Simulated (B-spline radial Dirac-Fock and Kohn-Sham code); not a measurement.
What relativity does to the binding energies of Cd⁴⁺

System: Cd⁴⁺, configuration 1s2 2s2 2p6 3s2 3p6 3d10 4s2 4p6 4d8.

Both columns are ΔSCF binding energies of the configuration average from a radial atomic solver: non-relativistic Hartree-Fock with a point nucleus, and Dirac-Fock with a finite nucleus and the Coulomb interaction alone, averaged over the two j levels with weights 2j+1.

| shell | Hartree-Fock (eV) | Dirac-Fock (eV) | shift (eV) | shift (%) |
| --- | --- | --- | --- | --- |
| 1s | 25992.3 | 26861.5 | +869.13 | +3.34 |
| 2s | 3889.4 | 4100.4 | +211.02 | +5.43 |
| 2p | 3615.4 | 3675.5 | +60.14 | +1.66 |
| 3s | 797.5 | 841.1 | +43.64 | +5.47 |
| 3p | 685.4 | 698.5 | +13.15 | +1.92 |
| 4s | 171.1 | 179.5 | +8.42 | +4.92 |
| 4p | 132.7 | 134.9 | +2.22 | +1.67 |
| 4d | 70.60 | 69.76 | -0.84 | -1.20 |

Relativity binds 1s, 2s, 2p, 3s, 3p, 4s, 4p more strongly, among those listed most of all 3s in relative terms, and 4d more weakly, because the contracted s and p shells screen the nucleus better.

Values without a named source are computed, but for edge energies of neutral atoms, which are taken from tables.
